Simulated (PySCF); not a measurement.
SMILES C(C)C[CH]O (C₄H₉O), doublet, B3LYP/def2-SVP optimised geometry. Atoms within 1.6 Å of the plane z = 1.5 Å (x, y, z in Å): C3 (-0.41, -0.27, 0.00), C4 (0.22, -1.62, 0.00), O5 (1.59, -1.62, 0.00), H11 (0.01, 0.31, 0.84), H12 (-1.49, -0.38, 0.20), H14 (1.91, -2.53, -0.08).

Calculation: unrestricted B3LYP/def2-TZVP (PySCF).

Map of the log10 of the electron density (e/bohr³), floored at −4 on the plane z = 1.5 Å:

```
|000000000000000000000000000|
|000000000000000000000000000|
|000000000000000000000000000|
|000000000000000000000000000|
|000000000000000000000000000|
|000000000000000000000000000|
|000000000000000000000000000|
|000000000001110000000000000|
|000000000011221000000000000|
|000000000123444210000000000|
|000000001235666430000000000|
|000000012357888641000000000|
|000000023568999742000000000|
|000000134568998742100000000|
|000000134567887643320000000|
|000000134566776555442000000|
|000000023456677666653100000|
|000000002346777666653100000|
|000000001245777666653100000|
|000000000235666655542000000|
|000000000124555544331000000|
|000000000013344322210000000|
|000000000001222110000000000|
|000000000000000000000000000|
|000000000000000000000000000|
|000000000000000000000000000|
|000000000000000000000000000|
```
Scale: ten equal steps from -4.00 (start of '0') to -1.66 (end of '9'), in the order '0123456789'; x runs from -5.00 to 5.00, y from -5.00 (bottom) to 5.00 (top).
